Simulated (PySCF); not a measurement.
These 2 structures share the formula [C8H12P]+ (charge +1). Method used: PBE0-D3(BJ)/def2-SVP geometry optimisation, gas phase in PySCF 2.14.0. Energies are electronic, without zero-point or thermal terms, for one conformer each. No frequencies were run at this level. Point groups hold within 0.08 Å.

Question: Rank from lowest to highest electronic energy at this level (kcal/mol).
A. `[CH3:1]/[CH:2]=[CH:3]\[PH+:4]1[CH:5]=[CH:6][CH2:7][CH:8]=[CH:9]1` (charge +1) with C2–C3–P4–C5 -118°
B. `[CH:1]#[C:2][CH2:3][PH2+:4][C:5]1=[CH:6][CH2:7][CH2:8][CH2:9]1` (charge +1) with C2–C3–P4–C5 179°, C3–P4–C5–C6 117°, C5–C6–C7–C8 -13°, C6–C7–C8–C9 21°, C7–C8–C9–C5 -21°, P4–C5–C9–C8 -169°

Answer: A (0.0), B (34.9).

| SMILES | E (Eh) | E rel (kcal/mol) | dipole about centre of mass (D) | point group | A, B, C (MHz) |
| --- | --- | --- | --- | --- | --- |
| C/C=C\[PH+]1C=CCC=C1 | -652.32642 | 0.0 | 0.41 | near Cs | 3422, 778.6, 700.1 |
| C#CC[PH2+]C1=CCCC1 | -652.27087 | 34.9 | 1.47 | C1 | 4799, 584.5, 554.8 |

How do the relative energies change in single points at PBE0/pcSseg-1 (no added dispersion term) on the same geometries?

```csv
SMILES,PBE0-D3(BJ)/def2-SVP (kcal/mol),PBE0/pcSseg-1 (kcal/mol),shift
C/C=C\[PH+]1C=CCC=C1,0.0,0.0,0.0
C#CC[PH2+]C1=CCCC1,34.9,33.4,-1.5
```

Each column counts from its own lowest isomer. The order is unchanged; the largest shift is 1.5 kcal/mol.
